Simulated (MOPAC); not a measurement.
A run for MOPAC: AM1 on C2H5F (a complex), monomers drawn apart or pushed together.

```
AM1 1SCF PRECISE CHARGE=0 THREADS=1
C2H5F

F     -0.23388643 1     0.85647079 1     0.58511113 1
H     -0.16839628 1     0.55535679 1     1.46867864 1
C     -0.42059256 1    -0.32573588 1     5.32420598 1
C      0.62151887 1    -1.07968737 1     4.99144606 1
H     -0.29794255 1     0.69390692 1     5.66893445 1
H     -1.43490025 1    -0.70278864 1     5.27325080 1
H      0.49943544 1    -2.10234124 1     4.65552019 1
H      1.63643267 1    -0.70560375 1     5.05125703 1
```

The log:

```
*******************************************************************************
 **                                                                           **
 **                              MOPAC v23.2.5                                **
 **                                                                           **
 *******************************************************************************
 ** MOPAC's Digital Object Identifier: https://doi.org/10.5281/zenodo.6511958 **
 **                                                                           **
 ** Please cite the open-source release paper for use of this MOPAC version:  **
 ** J. E. Moussa and J. J. P. Stewart (2026)                                  **
 ** MOPAC: An open-source semiempirical molecular orbital program             **
 ** J. Open Source Softw., 11(119), 8025, https://doi.org/10.21105/joss.08025 **
 *******************************************************************************

                              AM1 CALCULATION RESULTS

 *******************************************************************************
 *  AM1        - The AM1 Hamiltonian to be used
 *
 *
 *
 *                 CHARGE ON SYSTEM = 0
 *
 *
 *
 *  PRECISE    - TIGHTER CRITERIA TO BE USED
 *  1SCF       - DO 1 SCF AND THEN STOP
 *  THREADS=1  - MULTI-THREADING NOT USED
 *  T=         - A TIME OF 172800.0 SECONDS REQUESTED
 *  DUMP=N     - RESTART FILE WRITTEN EVERY 7200.0 SECONDS REQUESTED
 *******************************************************************************
AM1 1SCF PRECISE CHARGE=0 THREADS=1
 C2H5F

   ATOM   CHEMICAL          X               Y               Z
  NUMBER   SYMBOL      (ANGSTROMS)     (ANGSTROMS)     (ANGSTROMS)

     1       F         -0.23388643  *   0.85647079  *   0.58511113  *
     2       H         -0.16839628  *   0.55535679  *   1.46867864  *
     3       C         -0.42059256  *  -0.32573588  *   5.32420598  *
     4       C          0.62151887  *  -1.07968737  *   4.99144606  *
     5       H         -0.29794255  *   0.69390692  *   5.66893445  *
     6       H         -1.43490025  *  -0.70278864  *   5.27325080  *
     7       H          0.49943544  *  -2.10234124  *   4.65552019  *
     8       H          1.63643267  *  -0.70560375  *   5.05125703  *



          CARTESIAN COORDINATES

    NO.       ATOM           X           Y           Z

     1         F         -0.2339      0.8565      0.5851
     2         H         -0.1684      0.5554      1.4687
     3         C         -0.4206     -0.3257      5.3242
     4         C          0.6215     -1.0797      4.9914
     5         H         -0.2979      0.6939      5.6689
     6         H         -1.4349     -0.7028      5.2733
     7         H          0.4994     -2.1023      4.6555
     8         H          1.6364     -0.7056      5.0513

  H: (AM1): M.J.S. DEWAR ET AL, J. AM. CHEM. SOC. 107 3902-3909 (1985)
  C: (AM1): M.J.S. DEWAR ET AL, J. AM. CHEM. SOC. 107 3902-3909 (1985)
  F: (AM1): M.J.S. DEWAR AND E. G. ZOEBISCH, THEOCHEM, 180, 1 (1988).

           Empirical Formula: C2 H5 F  =     8 atoms



      MOLECULAR POINT GROUP   :   C2v


      RHF CALCULATION, NO. OF DOUBLY OCCUPIED LEVELS = 10


 -------------------------------------------------------------------------------
 AM1 1SCF PRECISE CHARGE=0 THREADS=1
 C2H5F



     1SCF WAS SPECIFIED, SO BFGS WAS NOT USED
     SCF FIELD WAS ACHIEVED


                              AM1 CALCULATION
                                                       MOPAC v23.2.5 Linux




          FINAL HEAT OF FORMATION =        -50.04937 KCAL/MOL =    -209.40655 KJ/MOL


          COSMO AREA              =        110.96 SQUARE ANGSTROMS
          COSMO VOLUME            =         81.94 CUBIC ANGSTROMS

          IONIZATION POTENTIAL    =         10.797873 EV
          HOMO LUMO ENERGIES (EV) =        -10.798  1.160
          NO. OF FILLED LEVELS    =         10
          MOLECULAR WEIGHT        =         48.0599         POINT GROUP:  C2v

          MOLECULAR DIMENSIONS (Angstroms)

            Atom       Atom       Distance
            H     8    F     1     5.08769
            H     7    H     5     3.06809
            H     6    H     8     2.82439


          SCF CALCULATIONS        =          1





   ATOM   CHEMICAL          X               Y               Z
  NUMBER   SYMBOL      (ANGSTROMS)     (ANGSTROMS)     (ANGSTROMS)

     1       F         -0.23388643  *   0.85647079  *   0.58511113  *
     2       H         -0.16839628  *   0.55535679  *   1.46867864  *
     3       C         -0.42059256  *  -0.32573588  *   5.32420598  *
     4       C          0.62151887  *  -1.07968737  *   4.99144606  *
     5       H         -0.29794255  *   0.69390692  *   5.66893445  *
     6       H         -1.43490025  *  -0.70278864  *   5.27325080  *
     7       H          0.49943544  *  -2.10234124  *   4.65552019  *
     8       H          1.63643267  *  -0.70560375  *   5.05125703  *

                             CARTESIAN COORDINATES

   1    F       -0.233886430     0.856470790     0.585111130
   2    H       -0.168396280     0.555356790     1.468678640
   3    C       -0.420592560    -0.325735880     5.324205980
   4    C        0.621518870    -1.079687370     4.991446060
   5    H       -0.297942550     0.693906920     5.668934450
   6    H       -1.434900250    -0.702788640     5.273250800
   7    H        0.499435440    -2.102341240     4.655520190
   8    H        1.636432670    -0.705603750     5.051257030


           Empirical Formula: C2 H5 F  =     8 atoms



      MOLECULAR POINT GROUP   :   C2v


                  EIGENVALUES
 -47.83441 -33.56170 -22.20580 -17.00462 -16.18671 -14.48167 -13.92091 -13.92085
 -12.18316 -10.79787   1.15982   3.92019   4.26931   4.91549   5.41433   5.44398
   5.50696


              NET ATOMIC CHARGES AND DIPOLE CONTRIBUTIONS

  ATOM NO.   TYPE          CHARGE      No. of ELECS.   s-Pop       p-Pop
    1          F          -0.280215        7.2802     1.90391     5.37631
    2          H           0.280192        0.7198     0.71981
    3          C          -0.220844        4.2208     1.24251     2.97833
    4          C          -0.220837        4.2208     1.24251     2.97833
    5          H           0.110420        0.8896     0.88958
    6          H           0.110428        0.8896     0.88957
    7          H           0.110420        0.8896     0.88958
    8          H           0.110437        0.8896     0.88956
 DIPOLE           X         Y         Z       TOTAL
 POINT-CHG.     0.089    -0.409     1.199     1.270
 HYBRID         0.037    -0.173     0.507     0.537
 SUM            0.126    -0.581     1.706     1.807


          ATOMIC ORBITAL ELECTRON POPULATIONS

     Atom    s        px        py        pz
    1  F   1.90391   1.99695   1.93542   1.44394
    2  H   0.71981
    3  C   1.24251   0.98246   0.99864   0.99724
    4  C   1.24251   0.98198   0.99698   0.99936
    5  H   0.88958
    6  H   0.88957
    7  H   0.88958
    8  H   0.88956

 **********************
 *                    *
 * JOB ENDED NORMALLY *
 *                    *
 **********************




 == MOPAC DONE ==
```

The run finished.

Cost: very roughly 0.020 core-seconds.
